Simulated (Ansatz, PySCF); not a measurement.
Reaction 2 R1 → P1 + P2, each structure at its B3LYP-D3(BJ)/def2-TZVP stationary point, reached from a drawn start (curvature not checked).
P1: BI3 (SMILES IB(I)I), charge 0, multiplicity 1.
R1, BI2 (SMILES I[B]I) (charge 0, multiplicity 2):
```xyz
3

B     -0.29998    -0.53018     0.00000
I      1.79735    -0.66688     0.00000
I     -1.49737     1.19717     0.00000
```
P2, BI (SMILES [B]I) (charge 0, multiplicity 1):
```xyz
2

B     -1.0710     0.0000     0.0000
I      1.0710     0.0000     0.0000
```

```tsv
level	reaction energy (kcal/mol)	cost
HF/def2-SVP	-6.79	-
HF/def2-TZVPP	-8.37	-
SVWN5/def2-TZVPP	-23.80	×0.6
PBE-D3(BJ)/def2-TZVPP	-20.77	×1
PBE-D4/def2-TZVPP	-20.99	×1
BLYP/def2-TZVPP	-21.52	×1
BLYP-D3(BJ)/def2-TZVPP	-23.31	×1
BLYP-D4/def2-TZVPP	-23.30	×1
revPBE-D3(BJ)/def2-TZVPP	-20.91	×1
revPBE-D4/def2-TZVPP	-21.06	×1
r2SCAN/def2-TZVPP	-14.97	×2
r2SCAN-D3(BJ)/def2-TZVPP	-15.16	×2
r2SCAN-D4/def2-TZVPP	-15.14	×2
B97M-V/def2-TZVPP	-23.91	×4
B3LYP/def2-TZVPP	-21.39	×1
B3LYP-D3(BJ)/def2-TZVPP	-22.96	×1
B3LYP-D4/def2-TZVPP	-22.91	×1
PBE0-D3(BJ)/def2-TZVPP	-19.94	×1
PBE0-D4/def2-TZVPP	-20.00	×1
BHLYP-D3(BJ)/def2-TZVPP	-21.83	×2
BHLYP-D4/def2-TZVPP	-22.05	×2
M06-2X/def2-TZVPP	-25.77	-
CAM-B3LYP/def2-TZVPP	-21.24	×2
CAM-B3LYP-D3(BJ)/def2-TZVPP	-22.18	×2
CAM-B3LYP-D4/def2-TZVPP	-22.11	×2
wB97X-V/def2-TZVPP	-25.91	×3
wB97M-V/def2-TZVPP	-31.24	×5
B2PLYP-D3(BJ)/def2-TZVPP	-24.71	×3
B2PLYP-D4/def2-TZVPP	-24.34	×3
MP2/def2-SVP	-23.57	-
MP2/def2-TZVPP	-26.83	-
MP2/def2-QZVPP	-27.71	-
MP2/CBS(def2-TZVPP, def2-QZVPP)	-28.48	-
SCS-MP2/def2-SVP	-25.59	-
SCS-MP2/def2-TZVPP	-29.19	-
CCSD/def2-SVP	-25.93	-
CCSD/def2-TZVPP	-27.42	-
CCSD/def2-QZVPP	-27.80	-
CCSD(T)/def2-SVP	-27.05	×2
CCSD(T)/CBS(def2-TZVPP, def2-QZVPP)	-29.69	×40*
```

P less R. No zero-point or thermal terms; singlets are restricted closed shells; open shells are unrestricted; no spin–orbit coupling.

Cores are frozen in the correlated methods. In cc and def2 sets filled d and f shells under p-block atoms count as core. CBS(a, b) extrapolates the correlation energy as X⁻³ and adds the Hartree–Fock energy of set b.

Programs: Ansatz (a first-principles code); PySCF for M06-2X and the D3/D4 terms. No computed number here is a measurement. Elements past Kr take the def2 small-core potentials, without spin–orbit coupling.

Costs are rough ratios of core time to PBE/def2-TZVPP (about 5 s over the structures, on one shared machine); a dash marks a level with no comparable run of its own. A star marks coupled-cluster runs past 200 virtual orbitals, where the program's memory plan changes under this machine's limit, so their costs aren't comparable with smaller runs.
